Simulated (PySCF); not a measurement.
**Ru⁴²⁺ (ruthenium, charge +42) across methods**

1s2, closed-shell 1S. Computed with PySCF 2.14 in an uncontracted even-tempered set (17 s from 76 bohr⁻², ratio 2.2; 7 p from 110 bohr⁻², ratio 2.4; 4 d from 340 bohr⁻², ratio 2.4; 3 f from 520 bohr⁻², ratio 2.4; 3 g from 770 bohr⁻², ratio 2.4), with scalar relativity by spin-free X2C-1e.

```json
{"method": "BHandHLYP", "E (hartree)": "-1959.57", "mean ε 1s (eV)": "-26124.1", "Σ⟨r²⟩ (bohr²)": "0.002898", "⟨S²⟩": "0.000"}
{"method": "UHF", "E (hartree)": "-1959.52520", "mean ε 1s (eV)": "-26267.2", "Σ⟨r²⟩ (bohr²)": "0.002895", "⟨S²⟩": "0.000"}
{"method": "r2SCAN", "E (hartree)": "-1959.68", "mean ε 1s (eV)": "-26009.7", "Σ⟨r²⟩ (bohr²)": "0.002898", "⟨S²⟩": "0.000"}
{"method": "revPBE", "E (hartree)": "-1959.64", "mean ε 1s (eV)": "-25978.6", "Σ⟨r²⟩ (bohr²)": "0.002900", "⟨S²⟩": "0.000"}
{"method": "LDA", "E (hartree)": "-1955.81", "mean ε 1s (eV)": "-25937.3", "Σ⟨r²⟩ (bohr²)": "0.002906", "⟨S²⟩": "0.000"}
{"method": "PBE0", "E (hartree)": "-1959.30", "mean ε 1s (eV)": "-26048.8", "Σ⟨r²⟩ (bohr²)": "0.002899", "⟨S²⟩": "0.000"}
```

Q: Estimate the same row for PBE.

A: E (hartree) = -1959.21; mean ε 1s (eV) = -25975.7; Σ⟨r²⟩ (bohr²) = 0.002901; ⟨S²⟩ = 0.000.
